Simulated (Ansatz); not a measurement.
A structure relaxed at PBE-D4/def2-SVP in Ansatz, charge 0, doublet:

Cartesian coordinates in Å:
```
Cu 0.264 0.057 0.284
Se -2.086 -0.029 -0.010
Se 2.361 0.141 1.461
Se 0.706 -0.391 -1.988
Se 0.389 0.657 2.536
Se -1.633 -0.435 -2.282
```

Task: Give its formula.

Result: CuSe5.

Task: Summarise the bond lengths by kind (pairs closer than 1.2 times the sum of covalent radii, bridged metal pairs left out).

Result: 4 × Cu–Se 2.33 to 2.41 Å; 3 × Se–Se 2.31 to 2.36 Å. The metal has 4 neighbours: Se 2.37 Å, Se 2.41 Å, Se 2.36 Å, Se 2.33 Å.

The gap within one spin of the charge 0 doublet nearly closes, so an electron or hole may be smeared out by delocalisation error. Another isomer (doublet) lies 0.39 eV lower at PBE0-D4/def2-SVP; other spin states weren't run for this one.
